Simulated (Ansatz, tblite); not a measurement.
Removing and adding an electron: Si(GeH3)2H2 (SiGe₂H₈). Charge 0, multiplicity 1. Geometry: PBE0-D4/def2-SVP. Ansatz, gas phase; energy differences of separate SCF runs; the oxidised species was run as a doublet alone; the reduced species was run as a doublet alone.

| atom | x (Å) | y (Å) | z (Å) |
| --- | --- | --- | --- |
| Si1 | 0.795 | -0.219 | -0.545 |
| Ge2 | 0.418 | -1.019 | 1.669 |
| H3 | 0.059 | 0.152 | 2.604 |
| H4 | 1.671 | -1.721 | 2.226 |
| H5 | -0.750 | -2.022 | 1.677 |
| Ge6 | -0.994 | 1.176 | -1.275 |
| H7 | -1.079 | 2.431 | -0.386 |
| H8 | -2.334 | 0.421 | -1.179 |
| H9 | -0.789 | 1.623 | -2.735 |
| H10 | 0.932 | -1.384 | -1.474 |
| H11 | 2.071 | 0.562 | -0.581 |

The xTB rows come from tblite. LC-ωPBE has ω = 0.4 bohr⁻¹.

(1) Estimate orbital energies and vertical ionisation energies and electron affinities at: GFN1-xTB; GFN2-xTB; PBE-D4/def2-TZVP; PBE-D4/def2-TZVPD; revPBE-D4/def2-TZVP; r2SCAN-D4/def2-TZVP; r2SCAN-D4/def2-TZVPD; r2SCANh-D4/def2-TZVP; PBE0-D4/def2-TZVP; PBE0-D4/def2-TZVPD; BHLYP-D4/def2-TZVP; CAM-B3LYP-D4/def2-TZVP; LC-ωPBE/def2-TZVP.

## Answers

(1) 
```tsv
level	−HOMO (eV)	vertical IE (eV)	−LUMO (eV)	vertical EA (eV)	HOMO–LUMO gap (eV)	IE − EA (eV)	remarks
GFN1-xTB	11.66	13.69	7.96	–	3.70	–	–
GFN2-xTB	10.19	12.76	5.68	2.72	4.51	10.04	–
PBE-D4/def2-TZVP	6.90	9.56	0.93	–	5.97	–	–
PBE-D4/def2-TZVPD	6.90	–	1.06	-0.73	5.85	–	HOMO above zero (-1 doublet)
revPBE-D4/def2-TZVP	6.86	9.57	0.85	–	6.01	–	–
r2SCAN-D4/def2-TZVP	7.17	9.67	0.69	–	6.47	–	–
r2SCAN-D4/def2-TZVPD	7.15	–	0.73	-0.93	6.42	–	HOMO above zero (-1 doublet)
r2SCANh-D4/def2-TZVP	7.54	9.73	0.42	–	7.13	–	–
PBE0-D4/def2-TZVP	7.94	9.75	0.13	–	7.81	–	–
PBE0-D4/def2-TZVPD	7.94	–	0.30	-0.93	7.64	–	HOMO above zero (-1 doublet)
BHLYP-D4/def2-TZVP	8.87	9.82	-0.75	–	9.61	–	–
CAM-B3LYP-D4/def2-TZVP	9.15	9.87	-0.88	–	10.03	–	–
LC-ωPBE/def2-TZVP	10.44	9.98	-1.96	–	12.40	–	–
```

Relaxing the oxidised species (PBE0-D4/def2-SVP) changes its energy by -0.74 eV at PBE0-D4/def2-TZVP, so the adiabatic ionisation energy to this nearest minimum is 9.01 eV. At PBE-D4/def2-TZVP it is 8.88 eV.     A HOMO above zero means that the electron is unbound at that level or that self-interaction error raises the level; the energy of removing that electron tells which. Raw xTB energy differences between charge states are shifted by several eV; the methods need an empirical correction for them. A negative affinity means that the extra electron isn't bound; its size then hangs on the basis.
